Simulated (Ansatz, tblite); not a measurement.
Removing an electron: Ge(eta1-allyl)H3 (C3H8Ge). The state is a singlet with charge 0. Geometry: r2SCAN-D4/def2-SVP. Ansatz, gas phase; energy differences of separate SCF runs; the oxidised species was run as a doublet alone.

```xyz
12

Ge    1.310    0.420    1.187
C     0.461   -0.663   -0.230
C    -1.005   -0.402   -0.315
C    -1.618    0.297   -1.281
H     0.669   -1.720    0.013
H     0.968   -0.430   -1.181
H    -1.614   -0.799    0.510
H    -1.059    0.717   -2.125
H    -2.698    0.467   -1.260
H     0.601    0.162    2.527
H     1.189    1.910    0.832
H     2.796    0.042    1.323
```

The xTB rows come from tblite.

```csv
level,−HOMO (eV),vertical IE (eV),−LUMO (eV),HOMO–LUMO gap (eV)
GFN1-xTB,11.62,14.48,6.96,4.66
PBE-D4/def2-TZVP,6.01,9.02,0.93,5.08
r2SCAN-D4/def2-TZVP,6.19,8.97,0.69,5.50
```

(1) Estimate the rows for GFN2-xTB, PBE0-D4/def2-TZVP.

Results:

(1) 
```csv
level,−HOMO (eV),vertical IE (eV),−LUMO (eV),HOMO–LUMO gap (eV)
GFN2-xTB,10.51,13.61,5.66,4.86
PBE0-D4/def2-TZVP,7.07,9.08,-0.06,7.13
```

 Raw xTB energy differences between charge states are shifted by several eV; the methods need an empirical correction for them.
